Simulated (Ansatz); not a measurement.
Ansatz (an electronic-structure program) input (wB97X-V/def2-TZVPD):

Ansatz 0.2 input:
```yaml
crystal:
  periodic: [false, false, false]
  atoms:
    - {symbol: Si, position_ang: [1.53523423, -1.06890713, 0.05862114]}
    - {symbol: I, position_ang: [-0.46260465, 0.35472738, -0.01782576]}
    - {symbol: H, position_ang: [1.47008769, -1.91189127, 1.27975967]}
    - {symbol: H, position_ang: [1.55467962, -1.92396005, -1.15569020]}
basis:
  gaussian:
    orbitals: def2-TZVPD
hamiltonian:
  xc: {name: wB97X-V}
total_charge: -1
```

Output:

```
Functional definition: wB97X-V
integrals: 0.06 GiB planned
829 factors; their error is unknown
integrals: 0.09 GiB planned
255 factors; integrals over basis functions are off by at most 4.7e-5 eV
mean field: 0.55 GiB planned
mean field evaluation 1: about -16009.6802 eV, gradient 1.7e1 eV
mean field evaluation 2: about -16010.3369 eV, gradient 1.3e1 eV
mean field evaluation 4: about -16010.6018 eV, gradient 7.6e-1 eV
mean field evaluation 8: about -16010.6090 eV, gradient 3.8e-2 eV
mean field evaluation 16: about -16010.7648 eV, gradient 3.0e-4 eV
mean field -16010.76481389 eV, -588.3847544241 hartree, gradient 2.8e-5 eV, S^2 0.000000; 0 other end points of the search recorded, 0 dependent functions left out
reference -16010.76481129 eV, -588.3847543289 hartree; 21, 21 occupied and 99, 99 virtual orbitals, 829 factors
Total energy: -16010.76481129 eV, -588.3847543289 hartree
```

This state (charge -1, singlet) is run at the relaxed geometry of the species with charge 0 and multiplicity 2.
